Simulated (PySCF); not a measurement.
**Curvature of the energy in the electron number along the 4p block**

Calculated with PySCF 2.14, in x2c-TZVPall, spin-free X2C: one orbital is emptied in steps, and each cell gives the departure of E from the straight line at half an electron, in eV (from a cubic fit). The exact functional gives zero.

```
species   orbital    LDA    PBE  r2SCAN   PBE0  BHandHLYP  LC-wPBE  wB97X   UHF
     Ga  4p alpha  -0.80  -0.78   -0.72  -0.56      -0.38     0.00  -0.08  0.07
     Ge  4p alpha  -0.92  -0.89   -0.83  -0.64      -0.41    -0.02  -0.09  0.11
     As  4p alpha  -1.04  -1.00   -0.93  -0.71      -0.45    -0.05  -0.12  0.14
     Se   4p beta  -1.05  -1.00   -0.91  -0.70      -0.45    -0.03  -0.20  0.20
     Kr   4p beta  -1.26  -1.21   -1.11  -0.84      -0.50    -0.13  -0.23  0.27
```

Task: How does the mean departure depend on the functional?

Result: LDA -1.01 eV; PBE -0.98 eV; r2SCAN -0.90 eV; PBE0 -0.69 eV; BHandHLYP -0.44 eV; LC-wPBE -0.04 eV; wB97X -0.14 eV; UHF 0.16 eV. Semilocal functionals are convex (delocalisation error), Hartree-Fock is concave or straight, and exact exchange removes curvature roughly in proportion to its share, so among the functionals the range-separated hybrids usually come closest to zero.

No spin-orbit coupling is included.
